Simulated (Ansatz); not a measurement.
`BC(=O)OC`, relaxed with RKS PBE0-D4/def2-TZVP in Ansatz from a PBE-D4/def2-SVP geometry. The force threshold is 0.005 eV/Å; the program also tests the step.

Charge 0, multiplicity 1.

Start:

```xyz
10

B     0.497    0.918   -1.828
C     0.249    0.290   -0.434
O     1.252    0.613    0.213
O    -0.765   -0.433    0.035
C    -0.654   -0.856    1.410
H     0.176    2.072   -2.018
H     1.152    0.301   -2.642
H    -0.556    0.018    2.084
H    -1.581   -1.412    1.632
H     0.230   -1.510    1.549
```

(1) How much energy does the relaxation release, and in how many steps? (An estimate is asked.)

(2) Which bonds change most? (An estimate is asked.)

(3) Give the relaxed structure. (Estimate.)

Answers

(1) Computed: 0.06 eV, in 10 steps.

(2) Ansatz gave: C2–O3 from 1.237 to 1.213 Å; B1–H7 from 1.213 to 1.191 Å; B1–H6 from 1.213 to 1.191 Å; C5–H10 from 1.108 to 1.090 Å.

(3) Computed: 
```xyz
10

B     0.476    0.903   -1.817
C     0.351    0.322   -0.377
O     1.309    0.589    0.317
O    -0.697   -0.383    0.026
C    -0.651   -0.841    1.381
H     0.112    2.018   -2.024
H     1.051    0.270   -2.647
H    -0.592    0.004    2.068
H    -1.574   -1.395    1.536
H     0.214   -1.487    1.537
```
